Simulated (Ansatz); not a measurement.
CH$_{4}$AlBFGaO (`[OH][Ga]1[BH][Al]([F])[CH2]1`). Charge 0, multiplicity 1. The structure was optimised at the PBE0-D4/def2-TZVP level. It is one conformer, not always the lowest.

```xyz
10

O    -1.874    0.194   -2.142
Ga   -0.398    0.100   -1.158
B     1.563    0.334   -0.825
Al    1.333    0.548    1.197
F     1.999    1.149    2.580
C    -0.351   -0.383    0.860
H    -2.648   -0.169   -1.705
H     2.132   -0.685   -1.135
H    -1.165    0.305    1.145
H    -0.590   -1.393    1.183
```

What is the dipole moment at r2SCAN/def2-TZVPP? (Best estimate.)

Computed: 1.71 D, with components (-1.26, -1.12, 0.30) D in this frame, pointing from negative to positive charge.

And with PBE, B3LYP, ωB97M-V? (An estimate is asked.)

The calculation gave: PBE 1.84 D, B3LYP 1.54 D, ωB97M-V 1.45 D.

Give the Mulliken charges with r2SCAN, PBE, B3LYP in def2-TZVPP. (Best estimate.)

The calculation gave: 
```json
{"atom": "O1", "r2SCAN": "-0.45", "PBE": "-0.37", "B3LYP": "-0.42"}
{"atom": "Ga2", "r2SCAN": "0.33", "PBE": "0.21", "B3LYP": "0.27"}
{"atom": "B3", "r2SCAN": "-0.13", "PBE": "-0.03", "B3LYP": "-0.01"}
{"atom": "Al4", "r2SCAN": "0.65", "PBE": "0.46", "B3LYP": "0.53"}
{"atom": "F5", "r2SCAN": "-0.33", "PBE": "-0.29", "B3LYP": "-0.33"}
{"atom": "C6", "r2SCAN": "-0.50", "PBE": "-0.42", "B3LYP": "-0.48"}
{"atom": "H7", "r2SCAN": "0.20", "PBE": "0.18", "B3LYP": "0.18"}
{"atom": "H8", "r2SCAN": "0.02", "PBE": "0.04", "B3LYP": "0.04"}
{"atom": "H9", "r2SCAN": "0.10", "PBE": "0.11", "B3LYP": "0.09"}
{"atom": "H10", "r2SCAN": "0.10", "PBE": "0.11", "B3LYP": "0.11"}
```

B3LYP here is the variant with VWN-RPA as its local correlation; programs differ in this.
